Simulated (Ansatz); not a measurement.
Hf3. The state is a singlet with charge 0. Geometry PBE-D4/def2-TZVPD, that of the charge -1 doublet.

```xyz
3

Hf   -0.919    1.235    0.000
Hf   -0.393   -1.381   -0.791
Hf    1.312    0.146    0.791
```

In the def2 sets Hf takes a core potential; there is no spin–orbit coupling. A triplet lies near this restricted singlet, and broken spin symmetry wasn't tried. At PBE0-D4/def2-TZVPD a triplet of charge 0 lies 0.53 eV below the restricted singlet at the same geometry. The structure comes from a short search, and lower isomers may exist.

Question: Estimate the orbital energies around the gap (eV) in Ansatz with PBE-D4/def2-TZVPD, r2SCAN-D4/def2-TZVPD, PBE0-D4/def2-TZVPD.

Answer: 
```
orbital  PBE-D4/def2-TZVPD  r2SCAN-D4/def2-TZVPD  PBE0-D4/def2-TZVPD
 HOMO−5              -6.11                 -6.30               -7.07
 HOMO−4              -4.28                 -4.34               -4.86
 HOMO−3              -4.09                 -4.11               -4.72
 HOMO−2              -4.02                 -4.10               -4.69
 HOMO−1              -3.88                 -3.99               -4.66
   HOMO              -2.99                 -3.03               -3.47
   LUMO              -2.89                 -2.67               -1.99
 LUMO+1              -2.72                 -2.58               -1.91
 LUMO+2              -2.69                 -2.48               -1.86
 LUMO+3              -2.51                 -2.39               -1.79
 LUMO+4              -1.87                 -1.82               -1.24
 LUMO+5              -1.69                 -1.63               -1.16
```
